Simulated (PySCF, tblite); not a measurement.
A set of runs on `N1C(C[C@@H](F)[C]1OC)=O` [radical]; the geometry of each is named by its level. Settings lines and outputs come from a driver script.

Compound: C5H7FNO2 (doublet state).
SMILES with atom numbers: `[CH3:1][O:2][C:3]1[NH:4][C:5](=[O:6])[CH2:7][C@H:8]1[F:9]` (hydrogens: H10, H11, H12 on C1; H13 on N4; H14, H15 on C7; H16 on C8)

Step 1: GFN2-xTB geometry optimisation, gas phase (tblite 0.8.0) (from a force-field or distance-geometry start)
```json
{"job": {"kind": "relax", "xc": "GFN2-xTB", "basis": "xTB"}, "charge": 0, "multiplicity": 2}
```
```
step      E/eV     max force
  0    -816.85687    1.422
  1    -816.92387    1.376
  2    -816.94526    0.854
...
 39    -816.99270    0.011
 40    -816.99272    0.011
 41    -816.99274    0.011
 42    -816.99276    0.011
 43    -816.99277    0.010
```

Energy lowered by 3.1 kcal/mol over 43 steps; largest atomic force 0.010 eV/Å at the end. «max force» is the largest atomic force in eV/Å.

Step 2: GFN2-xTB harmonic vibrations, gas phase (tblite 0.8.0) (on the GFN2-xTB geometry)
```json
{"job": {"kind": "ir", "xc": "GFN2-xTB", "basis": "xTB"}, "charge": 0, "multiplicity": 2}
```
```
(table of modes left out)
```

42 modes from 17 to 3451 cm⁻¹ (unscaled, harmonic); zero-point energy 73.3 kcal/mol; all wavenumbers are real at this level.

Step 3: UKS B3LYP, pcH-1 on C F H N O, non-relativistic, mean-field spin-orbit, GIAO (PySCF 2.14.0) (on the GFN2-xTB geometry)
```json
{"job": {"kind": "epr", "basis": "pcH-1"}, "charge": 0, "multiplicity": 2}
```
```
...
E = -499.76522653 Eh   <S^2> = 0.7541 (exact 0.7500)
g shifts (ppm)      1          2          3
  rmc          -231       -231       -231
  gc             16         76         46
  oz_so        -417       1151       1551
  total        -631        996       1366
hyperfine (MHz)  atom isotope    a_iso     a_fc   dipolar eigenvalues
    0   13C       8.90       8.90     -1.64     -0.99      2.64
    1   17O     -15.13     -15.13    -48.45     22.80     25.65
    2   13C      83.52      83.52    -69.12    -68.45    137.57
    3   14N      -2.56      -2.56     -4.92     -4.30      9.23
    4   13C       1.83       1.83     -5.73     -2.09      7.82
    5   17O      -7.03      -7.03    -28.61     14.18     14.43
    6   13C      -2.73      -2.73     -0.97     -0.76      1.73
    7   13C     -26.24     -26.24     -3.88     -3.17      7.05
    8   19F     456.66     456.66    -89.38    -84.88    174.26
    9    1H       0.34       0.34     -2.75     -2.22      4.97
   10    1H      11.37      11.37     -2.91     -2.65      5.56
   11    1H       5.55       5.55     -4.19     -2.95      7.14
   12    1H      -7.21      -7.21     -5.85     -4.45     10.30
   13    1H      -3.74      -3.74     -2.48     -0.98      3.47
   14    1H      -2.32      -2.32     -2.42     -1.24      3.66
...
```

⟨S²⟩ 0.754; g_iso 2.0029. rmc, gc and oz_so are the mass-correction, gauge-correction and orbital-Zeeman/spin–orbit parts of the g shift along its three principal axes; a_iso is the isotropic hyperfine coupling and a_fc its Fermi-contact part. The log counts atoms from 0, this text from 1.

**Question.** Which step took the most CPU time, and about what did each take on one thread, Arm Neoverse V2 (aarch64), no GPU, shared host?

**Answer.** Step 3, about 99 % of the total. CPU time by step: 1: 0.2 s, 2: 0.38 s, 3: 81 s.

Geometry of the electronic-property runs (GFN2-xTB):
```
atom  x, y, z in Å
C1    -2.4300   -0.8023   -0.1034
O2    -1.2841   -1.0974   -0.8801
C3    -0.1929   -0.3220   -0.6502
N4     0.8300   -0.3125   -1.5621
C5     1.9632    0.3168   -1.1237
O6     2.9800    0.4569   -1.7653
C7     1.6710    0.7883    0.2980
C8     0.2237    0.3864    0.5842
F9    -0.5648    1.5412    0.7977
H10   -3.2437   -1.3744   -0.5443
H11   -2.2895   -1.1116    0.9365
H12   -2.6656    0.2642   -0.1318
H13    0.7472   -0.7460   -2.4695
H14    1.7832    1.8708    0.3586
H15    2.3797    0.3361    0.9906
H16    0.0849   -0.1855    1.5114
```

 (This holds for the electronic-property runs.)

One conformer stands for the species.
